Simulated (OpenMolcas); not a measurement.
# Nd²⁺: CASPT2 settings compared

| Quantity | Value |
| --- | --- |
| Program | OpenMolcas |
| Basis | ANO-R1 [7s5p3d2f] |
| Scalar Hamiltonian | X2C, finite nucleus |
| Active space | 4 electrons in 7 orbitals (4f) |
| State averaging | 2S+1 = 5 even, 35 roots (30 in the spin-orbit step); 2S+1 = 3 even, 210 roots (26 in the spin-orbit step); 2S+1 = 1 even, 196 roots (0 in the spin-orbit step) |
| Spin-orbit coupling | RASSI with atomic mean-field integrals over the reference wave functions, term energies averaged over their components |

Methods on the same reference wave functions:
A. CASSCF
B. SS-CASPT2, IPEA 0.1 Eh, sigma1 regulariser 0.1 Eh (closed shells correlated: 5s 5p)
C. XMS-CASPT2, IPEA 0.6 Eh, imaginary shift 0.4 Eh (closed shells correlated: 4d 5s 5p)
D. XMS-CASPT2, IPEA 0.35 Eh, sigma1 regulariser 0.05 Eh (closed shells correlated: 4d 5s 5p)

Energies in cm-1 above 4f4 5I4, the measured ground level; measured values from Ding et al., The Spectrum and Energy Levels of the Low-lying Configurations of Nd III (preprint, 2023).

```json
{"Level": "4f4 5I4", "A": "0.0", "B": "0.0", "C": "0.0", "D": "0.0", "Measured": "0.0"}
{"Level": "4f4 5I5", "A": "1187", "B": "1241", "C": "1204", "D": "1215", "Measured": "1138"}
{"Level": "4f4 5I6", "A": "2523", "B": "2610", "C": "2550", "D": "2570", "Measured": "2388"}
{"Level": "4f4 5I7", "A": "3963", "B": "4050", "C": "4000", "D": "4020", "Measured": "3715"}
{"Level": "4f4 5I8", "A": "5463", "B": "5500", "C": "5490", "D": "5510", "Measured": "5093"}
{"Level": "4f4 5F1", "A": "14843", "B": "11160", "C": "12930", "D": "11600", "Measured": ""}
{"Level": "4f4 5F2", "A": "15263", "B": "11580", "C": "13350", "D": "12020", "Measured": "10774"}
{"Level": "4f4 5F3", "A": "15895", "B": "12210", "C": "13980", "D": "12650", "Measured": "11425"}
{"Level": "4f4 5S2", "A": "16526", "B": "10550", "C": "14290", "D": "13520", "Measured": ""}
{"Level": "4f4 5F4", "A": "16736", "B": "13050", "C": "14820", "D": "13490", "Measured": "12181"}
```

Deviations, from unrounded energies. A percentage is the sum of absolute deviations over the sum of measured energies, with the sign that they share, or ± where signs differ.

```json
{"Against measurement": "mean absolute deviation (cm-1)", "Levels": "7", "A": "2000", "B": "500", "C": "1200", "D": "680"}
{"Against measurement": "fine structure of the ground term (%)", "Levels": "4", "A": "+6.5", "B": "+8.6", "C": "+7.4", "D": "+8.0"}
{"Against measurement": "other terms of the ground configuration (%)", "Levels": "3", "A": "+39.3", "B": "+7.2", "C": "+22.6", "D": "+11.0"}
```

B lies closest to measurement on these levels and A furthest from it. The largest miss of B in the table is 4f4 5F4, by +870 cm-1. The ranking rests on the paired levels alone, and a cruder setting can come out closer through cancelling errors.

Among B to D the level of the table that moves most is 4f4 5S2, by 3700 cm-1 (lowest in B, highest in C). Moves below CASPT2's spread within the term are not significant.

The mean deviations of B to D differ by less than CASPT2's widest spread within a term (5400 cm-1), so their order carries little weight.

From A to B the spin-free energies of the other terms of 4f4 shown, above 5I, scale by factors of 0.54 to 0.71.

The lowest spin-free term lies below A's lowest term by 0.192 hartree in B, 0.405 hartree in C, 0.417 hartree in D.

Term energies are means over components that CASPT2 splits; among the terms shown or strongly mixed into the levels shown the widest spread is 5400 cm-1 (4f4 5F, B). Over all roots computed the reference weight is 0.79 to 0.91 in B, 0.78 to 0.89 in D; the roots of lowest weight are the least certain, and an intruder state may touch them. High states are left out of the spin-orbit mixing, which shifts the levels that they would mix with. The CASPT2 spread within a term exceeds the gap to the next term for 4f4 5S and 4f4 5F, so the order of their levels is uncertain, and so are names and mixing where such terms share a J (figures for B; the like holds for C, D). Without dynamic correlation excited terms often stand tens of per cent too high (terms of higher spin than the ground term too low), and those without a measured partner can miss by more than the paired ones (holds for A). Some terms miss by over 15 % even with CASPT2, which points to a basis or an active space too small for the shells correlated (holds for C). Computed and measured levels are paired by configuration, term and J; levels that our copy of the source lacks, or whose pairing is in doubt (as where it misses far off the trend of its configuration), stay unpaired and out of the deviations. Levels of configurations outside the active space are missing. The table leaves out levels that lie high or whose names do not pair safely across all columns.
